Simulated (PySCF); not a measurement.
# BiH and its ions

UHF-CCSD(T); PySCF, scalar-relativistic core potentials, basis sets Bi cc-pVTZ-PP with ECP60, H cc-pVTZ. Neutral (UHF): triplet (π ↑↑), Re = 1.796 Å, ωe = 1802 cm⁻¹, De = 2.35 eV.

BiH⁺ (UHF): doublet (π ↑), Re = 1.786 Å, ωe = 1876 cm⁻¹. The energies at the minima are -214.33232 hartree for BiH and -214.01886 for BiH⁺.

Task: Work out the adiabatic ionisation energy, without and with harmonic zero-point energies (1 hartree = 27.2114 eV, 1 eV = 8065.5 cm⁻¹), and the change of the bond length.

Result: At UHF-CCSD(T): 0.31346 hartree = 8.530 eV between the minima; the zero-point term (1876.0 − 1802.0)/2 cm⁻¹ = +0.005 eV makes it 8.534 eV. Re changes by -1.0 pm against the neutral. The electron leaves a π orbital, which is non-bonding in a hydride.

Correlated steps freeze 4 core orbitals. Spin–orbit coupling is left out, which matters for elements this heavy, above all for dissociation energies. States were picked by a PBE0 search and need not be the measured ground states.
